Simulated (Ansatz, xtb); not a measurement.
Relative energy of two isomers of Cl3GeH3OSi

Structure a is `Cl[Si](Cl)(Cl)[O][GeH3]`, a singlet and structure b is `[SiH3][O][Ge]([Cl])([Cl])[Cl]`, a singlet. Both are isolated molecules in the gas phase, relaxed with PBE0-D4/def2-SVP.

Question: Estimate which is lower in electronic energy at CCSD(T)/def2-SVP + ΔMP2/def2-TZVPP, and by roughly how much.

Answer: The CCSD(T)/def2-SVP + ΔMP2/def2-TZVPP calculation puts structure a lower, by 20.2 kcal/mol.

How the difference moves with the method:

```csv
level,geometry,E(b) − E(a) (kcal/mol),departure from the last row (kcal/mol),"job, with rough time for the two"
GFN2-xTB,GFN2-xTB,−26.7,−46.9,"optimisation, 0.23 s"
HF/STO-3G,GFN2-xTB,−0.9,−21.0,"single point, 0.9 s"
r2SCAN-D4/def2-SVP,GFN2-xTB,+20.1,−0.1,"single point, 6.6 s"
PBE0-D4/def2-SVP,PBE0-D4/def2-SVP,+19.9,−0.3,"optimisation, 64 s"
HF/def2-SVP,PBE0-D4/def2-SVP,+16.9,−3.2,part of the CCSD(T) run
MP2/def2-SVP,PBE0-D4/def2-SVP,+17.8,−2.4,part of the CCSD(T) run
CCSD(T)/def2-SVP,PBE0-D4/def2-SVP,+16.8,−3.4,single point
CCSD(T)/def2-SVP + ΔMP2/def2-TZVPP,PBE0-D4/def2-SVP,+20.2,,"single point, 91 s"
```

As drawn, b has 3 Cl–Ge, 3 Si–H in place of 3 Cl–Si, 3 Ge–H.

GFN2-xTB, HF/STO-3G put the two in the other order. The largest departure from CCSD(T)/def2-SVP + ΔMP2/def2-TZVPP is that of GFN2-xTB, 46.9 kcal/mol. A small imaginary or near-zero mode remains, so no thermal terms are given. The last row adds to CCSD(T) the change of the MP2 difference between the two basis sets, here +3.4 kcal/mol, a large step that makes the value less sure.

The correlated steps freeze 30 core orbitals; the filled d shell of Ge is correlated, in a basis made for valence electrons. Programs: Ansatz 0.2.0, xtb 6.7.1; the last row on 2 threads of Arm Neoverse V2 on a shared host.
